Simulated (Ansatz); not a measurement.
Cost and result for the atomization energy of CH3GaI (`[CH3][Ga][I]`) radical (6 atoms, 5 bonds).

Total charge 0; spin multiplicity 2. Correlated methods include outer-core shells of Ga, I, which these sets cover unevenly. Scalar relativity is left out up to krypton. I: def2 effective core potential. All single points use the PBE0-D4/def2-TZVP geometry. Program: Ansatz. All runs use 4 threads of an Arm Neoverse V1 on a shared host. Times are those of one run each, without the atoms' runs, and a repeat can differ threefold. Electronic energies, without spin–orbit coupling; frozen cores. CCSD(T)/CBS adds CCSD(T) − MP2 in def2-TZVPP to the MP2 limit, and its time is that of the two runs behind it. T1 = 0.013; ⟨S²⟩ of the reference is 0.76. With those shells the extrapolation isn't a true limit. B3LYP takes the VWN-RPA correlation (the form of Gaussian; ORCA's B3LYP/G). HSE06 is the plane-wave form, built on full-range PBE exchange.

CCSD(T)/CBS is a level of theory with its own doubt, some kJ/mol a heavy atom from the limit and from the frozen cores, so smaller differences don't rank the functionals.

| level | functions | wall time |
| --- | --- | --- |
| LDA (SPW92)/def2-TZVPP | 171 | 1.2 s |
| revPBE-D4/def2-TZVPP | 171 | 2.3 s |
| BHLYP-D4/def2-TZVPP | 171 | 3.3 s |
| HSE06-D4/def2-TZVPP | 171 | 3.5 s |
| CAM-B3LYP-D4/def2-TZVPP | 171 | 3.6 s |
| B3LYP-D4/def2-TZVPP (with forces) | 171 | 3.7 s |
| PBE-QIDH/def2-TZVPP | 171 | 5.5 s |
| r2SCAN-D4/def2-TZVPP (with forces) | 171 | 6 s |
| CCSD(T)/def2-SVP | 87 | 11 s |
| ωB97M-V/def2-TZVPP (with forces) | 171 | 13 s |
| MP2/def2-QZVPP | 318 | 16 s |
| CCSD(T)/def2-TZVPP | 171 | 3.7 min |
| CCSD(T)/CBS(def2) | – | 3.9 min |

Problem. What atomization energy does each give, and how far from CCSD(T)/CBS? (Estimate.)

Solution. The calculation gave: 
```json
{"level": "LDA (SPW92)/def2-TZVPP", "atomization (kcal/mol)": "480.6", "difference from CCSD(T)/CBS": "57.0", "per bond": "11.4"}
{"level": "revPBE-D4/def2-TZVPP", "atomization (kcal/mol)": "419.1", "difference from CCSD(T)/CBS": "-4.5", "per bond": "-0.9"}
{"level": "BHLYP-D4/def2-TZVPP", "atomization (kcal/mol)": "412.6", "difference from CCSD(T)/CBS": "-11.0", "per bond": "-2.2"}
{"level": "HSE06-D4/def2-TZVPP", "atomization (kcal/mol)": "426.0", "difference from CCSD(T)/CBS": "2.4", "per bond": "0.5"}
{"level": "CAM-B3LYP-D4/def2-TZVPP", "atomization (kcal/mol)": "420.3", "difference from CCSD(T)/CBS": "-3.3", "per bond": "-0.7"}
{"level": "B3LYP-D4/def2-TZVPP (with forces)", "atomization (kcal/mol)": "420.2", "difference from CCSD(T)/CBS": "-3.4", "per bond": "-0.7"}
{"level": "PBE-QIDH/def2-TZVPP", "atomization (kcal/mol)": "424.8", "difference from CCSD(T)/CBS": "1.2", "per bond": "0.2"}
{"level": "r2SCAN-D4/def2-TZVPP (with forces)", "atomization (kcal/mol)": "428.1", "difference from CCSD(T)/CBS": "4.5", "per bond": "0.9"}
{"level": "CCSD(T)/def2-SVP", "atomization (kcal/mol)": "400.4", "difference from CCSD(T)/CBS": "-23.2", "per bond": "-4.6"}
{"level": "ωB97M-V/def2-TZVPP (with forces)", "atomization (kcal/mol)": "419.6", "difference from CCSD(T)/CBS": "-4.0", "per bond": "-0.8"}
{"level": "MP2/def2-QZVPP", "atomization (kcal/mol)": "426.6", "difference from CCSD(T)/CBS": "3.0", "per bond": "0.6"}
{"level": "CCSD(T)/def2-TZVPP", "atomization (kcal/mol)": "414.9", "difference from CCSD(T)/CBS": "-8.7", "per bond": "-1.7"}
{"level": "CCSD(T)/CBS(def2)", "atomization (kcal/mol)": "423.6", "difference from CCSD(T)/CBS": "0.0", "per bond": "0.0"}
```

The D4 term adds +4.6 kcal/mol with B3LYP and +2.4 kcal/mol with PBE0; it sums over pairs of atoms, weighted by their polarisabilities, and B3LYP, whose exchange is more repulsive, gets the larger term. At CCSD(T), def2-SVP lies −23.2 kcal/mol from the extrapolated value and def2-TZVPP −8.7 kcal/mol: correlation converges slowly with the basis, and small sets miss more of it in the bonded molecule than in its fragments. Leaving LDA and LC-ωPBE aside and taking each functional with its dispersion term where it has one, the values, not all of them listed here, spread over 17.1 kcal/mol, from BHLYP-D4 to PBE-D4. LDA lies +53.7 kcal/mol from PBE without D4, its usual overbinding.

Spin–orbit coupling would lower the free I atoms strongly, and the atomization energy with them, by more than many differences here.
